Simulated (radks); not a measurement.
Values are calculated unless marked as measured or tabulated.
Ionisation of the beryllium ion Be+, [He] 2s1, to Be2+, [He], under several functionals. Dirac Kohn-Sham, spin-unpolarised, spherical densities, point nucleus; a radial shooting solver on a logarithmic mesh with Libxc functionals.

functional,E(Be+) (hartree),Exc (hartree),IE (eV),-e(HOMO) (eV),<r> HOMO (bohr),IE error (eV)
B86b exchange with PBE correlation,-14.30404,-2.52005,17.959,13.735,2.286,-0.252
"LDA (Slater exchange, Perdew-Zunger correlation)",-14.09918,-2.29366,17.779,13.647,2.298,-0.433
Wu-Cohen GGA,-14.22902,-2.43897,17.754,13.590,2.300,-0.457
revPBE,-14.31608,-2.53346,17.973,13.704,2.294,-0.238

NIST Atomic Spectra Database: 18.211 eV (measured). Closest: revPBE. The Delta-SCF values span 0.22 eV, the total energies 0.22 hartree. The highest occupied level is 2s1/2. Spin polarisation and multiplet splitting are left out, so open shells lie too high by an amount that depends on their filling.

Beside tabulated values, note that spin-unpolarised runs miss the spin-polarisation part of the exchange energy of open shells.
